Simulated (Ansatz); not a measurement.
Ideal-gas functions of Cl2F2H2Si2, SMILES `F[Si@@H](Cl)[Si@@H](F)Cl` at 800 K and 1 bar, from an Ansatz frequency run at PBE0-D4/def2-TZVP.

Molar mass 167.09 g/mol, point group C2 (symmetry number 2), electronic degeneracy 1, moments of inertia 253.218, 523.752, 722.602 u Å². Harmonic wavenumbers (cm⁻¹, unscaled): 28, 65, 126, 170, 202, 246, 282, 463, 550, 580, 721, 791, 806, 829, 892, 922, 2260, 2261.

Use S(trans) = R[1.5 ln M + 2.5 ln T − 1.1517]; rotational temperatures θ = 24.2544 K / I; S(rot) = R[ln(√π/σ · √(T³/θAθBθC)) + 1.5]; for each mode x = 1.438777 ν̃/T, S = R[x/(eˣ − 1) − ln(1 − e⁻ˣ)] and H = RT x/(eˣ − 1); 1 cm⁻¹ = 0.0119627 kJ/mol; R = 8.31446 J/(mol·K).

By hand: the entropy, in J/(mol·K).

Translation 193.2. Rotation: θ = 0.0958, 0.0463, 0.0336 K, giving 131.5. Vibration, mode by mode: 33.16, 26.17, 20.68, 18.20, 16.78, 15.16, 14.05, 10.07, 8.74, 8.33, 6.71, 6.05, 5.92, 5.72, 5.22, 5.00, 0.73, 0.73, in all 207.4. Electronic 0.0. Sum 532.1 J/(mol·K).

By hand: H − E and G − E in kJ/mol, counted from the electronic energy.

Zero-point energy ½ × 12194 × 0.0119627 = 72.9; thermal vibration 70.5; translation, rotation and pV give 4 RT = 26.6. H − E = 170.0 kJ/mol, and G − E = 170.0 − 800 × 532.1/1000 = -255.7 kJ/mol.

Vibration gives 39 % of the entropy, 80.0 J/(mol·K) of it from the modes under 150 cm⁻¹: soft modes count most, and the harmonic formula is weakest for them. The sum counts one conformer and one mirror image; others add a mixing term.
